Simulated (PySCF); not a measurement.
Mg2O, neutral, multiplicity 1. Atoms are numbered in the order given.

```xyz
3

Mg     0.0000     0.0000     1.8001
O      0.0000     0.0000     0.0000
Mg     0.0000     0.0000    -1.8001
```

The structure is a stationary point at PBE0-D3(BJ)/def2-TZVP.

The numbers are results of PBE/pcSseg-2 run with PySCF, not measurements.

GIAO shieldings, no solvent; atoms alike by connectivity are averaged. δ = σ(ref) − σ: ¹⁷O against H2O (σ = 327.5 ppm), references at their B3LYP-D3(BJ)/def2-TZVP geometries, non-relativistic.

Estimate the chemical shifts. (An estimate is asked for; the answer gives what the named calculation found.)


```csv
nucleus,atoms,count,δ (ppm)
¹⁷O,O2,1,-64.2
```
